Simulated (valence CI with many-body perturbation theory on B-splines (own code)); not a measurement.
## Level structure of Ru37+

Computed by valence CI with perturbative core correlation (CI+MBPT): five valence electrons over a frozen Dirac-Fock core [He], a basis of 11 s, 11 p, 10 d, 8 f, 5 g, 2 h functions for each j, with the one-electron correlation potential Σ1, the two-electron term Σ2, the three-electron term Σ3, Breit, model QED; selected CI, second order for the rest, scaled by the run's own slope (own B-spline code, finite nucleus).

No measured spectrum was set against this ion. As an estimate, large intervals hold to a few tenths of a per cent, small ones and those within an open d or f shell to about a per cent. Among the levels kept, up to 11000 cm⁻¹ of a level comes from second order outside the variational space, and about a tenth of that is noise between levels of different J, which matters for small intervals.

Levels 1 to 45 of 203, with energies above the lowest level, (2s^2 2p1/2^2 2p3/2) J=3/2. "Leading %" is the weight of the configuration and term that name the level; weights of strongly mixed levels are sums over their largest components and can fall short. In the jj column 3d3/2^4 stands for four electrons in 3d with j = 3/2. Lifetimes count E1, E2, E3, M1 and M2 decay at the calculated energies, and are blank where another channel may lead or the interval is too uncertain; long ones can be off by a factor of two.

```
No.  Configuration  Term    J  E (eV)  Leading %  Lifetime     Second component                     Leading jj
  1        2s2 2p3   2P°  3/2     0.0         43               34 % 2s2 2p3 4S°      2s^2 2p1/2^2 2p3/2 (98 %)
  2        2s2 2p3   4S°  3/2   123.2         51   49.1 ns     47 % 2s2 2p3 2D°      2s^2 2p1/2 2p3/2^2 (98 %)
  3        2s2 2p3   2D°  5/2   139.8        100    274 ns                          2s^2 2p1/2 2p3/2^2 (100 %)
  4        2s2 2p3   2P°  1/2   162.4         99   58.1 ns                           2s^2 2p1/2 2p3/2^2 (99 %)
  5        2s2 2p3   2P°  3/2   286.3         55   21.6 ns     29 % 2s2 2p3 2D°            2s^2 2p3/2^3 (98 %)
  6         2s 2p4    4P  5/2   287.9         81   15.3 ps       19 % 2s 2p4 2D      2s 2p1/2^2 2p3/2^2 (97 %)
  7         2s 2p4    2S  1/2   338.1         51   4.29 ps       45 % 2s 2p4 4P      2s 2p1/2^2 2p3/2^2 (93 %)
  8         2s 2p4    4P  3/2   339.2         35   2.81 ps       34 % 2s 2p4 2D      2s 2p1/2^2 2p3/2^2 (90 %)
  9         2s 2p4    4P  3/2   430.7         64   4.41 ps       26 % 2s 2p4 2D        2s 2p1/2 2p3/2^3 (93 %)
 10         2s 2p4    2D  5/2   455.7         81   4.84 ps       19 % 2s 2p4 4P        2s 2p1/2 2p3/2^3 (97 %)
 11         2s 2p4    2P  1/2   481.1         55   1.85 ps       34 % 2s 2p4 4P        2s 2p1/2 2p3/2^3 (88 %)
 12         2s 2p4    2P  3/2   493.1         59   1.69 ps       40 % 2s 2p4 2D        2s 2p1/2 2p3/2^3 (97 %)
 13         2s 2p4    2P  1/2   622.5         41   1.88 ps       38 % 2s 2p4 2S              2s 2p3/2^4 (93 %)
 14            2p5   2P°  3/2   675.9         99   1.66 ps                              2p1/2^2 2p3/2^3 (99 %)
 15            2p5   2P°  1/2   814.7         99   1.29 ps                                2p1/2 2p3/2^4 (99 %)
 16     2s2 2p2 3s    4P  1/2  2938.8         52   51.9 fs   26 % 2s2 2p2 3s 2S         2s^2 2p1/2^2 3s (98 %)
 17     2s2 2p2 3p   4D°  1/2  2988.7         42   5.06 ps  40 % 2s2 2p2 3p 2P°      2s^2 2p1/2^2 3p1/2 (98 %)
 18     2s2 2p2 3p   2P°  3/2  3035.2         27   3.98 ps  25 % 2s2 2p2 3p 4D°      2s^2 2p1/2^2 3p3/2 (97 %)
 19     2s2 2p2 3s    4P  3/2  3064.8         88   65.9 fs   10 % 2s2 2p2 3s 2P     2s^2 2p1/2 2p3/2 3s (99 %)
 20     2s2 2p2 3s    2P  1/2  3070.6         68   33.2 fs   31 % 2s2 2p2 3s 4P     2s^2 2p1/2 2p3/2 3s (99 %)
 21     2s2 2p2 3s    2D  5/2  3078.1         56   39.7 fs   41 % 2s2 2p2 3s 4P     2s^2 2p1/2 2p3/2 3s (97 %)
 22     2s2 2p2 3s    2D  3/2  3082.5         59   36.0 fs   38 % 2s2 2p2 3s 2P     2s^2 2p1/2 2p3/2 3s (98 %)
 23     2s2 2p2 3d    4F  3/2  3086.6         37   36.0 fs   25 % 2s2 2p2 3d 2D      2s^2 2p1/2^2 3d3/2 (98 %)
 24     2s2 2p2 3d    2D  5/2  3104.7         28   8.39 fs   21 % 2s2 2p2 3d 4D      2s^2 2p1/2^2 3d5/2 (96 %)
 25     2s2 2p2 3p   4P°  1/2  3114.5         43   5.95 ps  29 % 2s2 2p2 3p 4D°  2s^2 2p1/2 2p3/2 3p1/2 (98 %)
 26     2s2 2p2 3p   4D°  3/2  3119.3         54   6.93 ps  24 % 2s2 2p2 3p 2D°  2s^2 2p1/2 2p3/2 3p1/2 (98 %)
 27     2s2 2p2 3p   2F°  5/2  3129.2         41   5.31 ps  32 % 2s2 2p2 3p 2D°  2s^2 2p1/2 2p3/2 3p1/2 (98 %)
 28     2s2 2p2 3p   2P°  3/2  3147.0         37   1.03 ps  27 % 2s2 2p2 3p 4S°  2s^2 2p1/2 2p3/2 3p1/2 (94 %)
 29     2s2 2p2 3p   4D°  5/2  3155.1         51   2.74 ps  33 % 2s2 2p2 3p 4P°  2s^2 2p1/2 2p3/2 3p3/2 (96 %)
 30     2s2 2p2 3p   4P°  1/2  3158.9         38   4.21 ps  31 % 2s2 2p2 3p 2P°  2s^2 2p1/2 2p3/2 3p3/2 (98 %)
 31     2s2 2p2 3p   2D°  3/2  3163.8         50   3.65 ps  31 % 2s2 2p2 3p 4P°  2s^2 2p1/2 2p3/2 3p3/2 (96 %)
 32     2s2 2p2 3p   2F°  7/2  3169.4         56   6.31 ps  43 % 2s2 2p2 3p 4D°  2s^2 2p1/2 2p3/2 3p3/2 (98 %)
 33     2s2 2p2 3p   2P°  3/2  3174.5         42    571 fs  22 % 2s2 2p2 3p 4S°  2s^2 2p1/2 2p3/2 3p3/2 (93 %)
 34     2s2 2p2 3p   2D°  5/2  3182.5         52   1.14 ps  22 % 2s2 2p2 3p 2F°  2s^2 2p1/2 2p3/2 3p3/2 (93 %)
 35     2s2 2p2 3p   2P°  1/2  3193.1         83    776 fs   8 % 2s2 2p2 3p 4D°  2s^2 2p1/2 2p3/2 3p3/2 (96 %)
 36      2s 2p3 3s   6S°  5/2  3204.8         48    157 fs   33 % 2s 2p3 3s 4P°     2s 2p1/2^2 2p3/2 3s (83 %)
 37     2s2 2p2 3d    4F  3/2  3213.3         41   20.5 fs   32 % 2s2 2p2 3d 2P  2s^2 2p1/2 2p3/2 3d3/2 (95 %)
 38     2s2 2p2 3s    4P  5/2  3214.5         51   28.1 fs   37 % 2s2 2p2 3s 2D         2s^2 2p3/2^2 3s (87 %)
 39     2s2 2p2 3d    4F  5/2  3215.2         52   43.7 fs   33 % 2s2 2p2 3d 2F  2s^2 2p1/2 2p3/2 3d3/2 (87 %)
 40     2s2 2p2 3d    4D  1/2  3216.1         80   40.5 fs   14 % 2s2 2p2 3d 2P  2s^2 2p1/2 2p3/2 3d3/2 (99 %)
 41     2s2 2p2 3s    2P  3/2  3220.4         49   27.5 fs   37 % 2s2 2p2 3s 2D         2s^2 2p3/2^2 3s (94 %)
 42      2s 2p3 3s   4S°  3/2  3222.0         42   41.1 fs   27 % 2s 2p3 3s 2P°     2s 2p1/2^2 2p3/2 3s (88 %)
 43     2s2 2p2 3d    4F  7/2  3222.5         63    198 fs   26 % 2s2 2p2 3d 4D  2s^2 2p1/2 2p3/2 3d5/2 (85 %)
 44     2s2 2p2 3d    2F  7/2  3226.2         42   12.0 ps   28 % 2s2 2p2 3d 2G  2s^2 2p1/2 2p3/2 3d3/2 (75 %)
 45     2s2 2p2 3d    2F  5/2  3229.7         38   6.72 fs   38 % 2s2 2p2 3d 4P  2s^2 2p1/2 2p3/2 3d5/2 (56 %)
```

Where two levels of one J and parity lie close, their mixing, g and order are uncertain.

The ionisation energy to 2s2 2p2 3P_0 of the next ion comes out as 5323.6 eV (NIST: 5330 ± 40 eV (semi-empirical)). All 203 levels together are meant to be complete up to 3647.3 eV.
